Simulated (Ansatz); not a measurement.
System: C4H11Si, charge -1, multiplicity 1. It need not be the lowest isomer of its formula. Whether it binds its extra electron was not tested at this geometry. 
Structure (B3LYP-D3(BJ)/def2-TZVP (Ansatz, a first-principles code) minimum search):
```xyz
16

C     -0.6570    -1.4432     0.5716
C      0.1875    -0.2281     0.1779
C      0.7007     0.4462     1.4519
C      1.3886    -0.7081    -0.6415
Si    -0.9244     0.9860    -0.9612
H     -1.0331    -1.9651    -0.3127
H     -1.5238    -1.1418     1.1671
H     -0.0752    -2.1644     1.1695
H      1.3117    -0.2444     2.0637
H      1.3161     1.3159     1.2118
H     -0.1295     0.7964     2.0691
H      2.0232     0.1328    -0.9364
H      2.0136    -1.4138    -0.0692
H      1.0654    -1.2110    -1.5572
H      0.0556     2.1793    -0.9048
H     -1.8019     1.5118     0.1967
```
Charge -1, spin multiplicity 1.

Total electronic energies in hartree. Cores are frozen in the correlated levels unless marked. No spin-orbit coupling. Non-relativistic unless marked X2C. CBS marks a two-point X^-3 extrapolation of the correlation energy; Hartree-Fock from the larger set. [CCSD(T)-MP2]/basis is that difference in the basis named.

| level | program | energy (Eh) |
|---|---|---|
| HF/cc-pwCVTZ | Ansatz | -446.83376 |
| HF/cc-pV(Q+d)Z | Ansatz | -446.84768 |
| B3LYP-D4/def2-TZVPD | Ansatz + dftd4 | -448.65473 |
| SCS-MP2/STO-3G | Ansatz | -441.71230 |
| SCS-MP2/cc-pVTZ | Ansatz | -447.70547 |
| CCSD/cc-pV(Q+d)Z | Ansatz | -447.81684 |
| CCSD(T)/aug-cc-pV(T+d)Z | Ansatz | -447.81885 |
| X2C-CCSD(T)/cc-pVTZ-DK | Ansatz | -448.45617 |
| RI-MP2/CBS(aug-cc-pV(T+d)Z,aug-cc-pV(Q+d)Z)+[CCSD(T)-MP2]/aug-cc-pV(T+d)Z | Ansatz | -447.9069 |

Totals of different functionals don't rank their quality; only differences between species are comparable.
